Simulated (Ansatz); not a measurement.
```xyz
9

F     1.1293    0.5029    1.8951
C     0.0043    0.6212    1.2036
F     0.1058    1.7115    0.4347
F    -0.9923    0.8029    2.0531
O    -0.2178   -0.4814    0.4673
Si   -0.0440   -0.7136   -1.1324
F    -1.1034    0.1011   -1.9412
F     1.3864   -0.3058   -1.6116
F    -0.2683   -2.2389   -1.3686
```

Total charge 0; spin multiplicity 1.

(1) List the B3LYP/def2-TZVPP orbital energies in eV (the Gaussian-basis code of Ansatz). (An estimate is asked.)

## Answers

(1) Ansatz gave: Occupied: -1802.98, -673.49, -673.37, -673.35, -672.87, -672.86, -672.85, -522.88, -285.94, -147.18, -102.54, -102.53, -102.52, -37.23, -34.57, -34.51, -34.48, -33.73, -33.71, -30.54, -20.49, -18.43, -17.57, -17.55, -16.44, -15.14, -15.13, -14.38, -13.93, -13.86, -13.69, -13.68, -13.31, -13.27, -13.12, -12.81, -12.75, -12.54, -12.18, -11.65, -11.18. Lowest empty: 0.19, 1.73, 1.87, 1.98, 3.35, 3.65, 3.73, 4.28.

B3LYP here is the variant with VWN-RPA as its local correlation; programs differ in this.
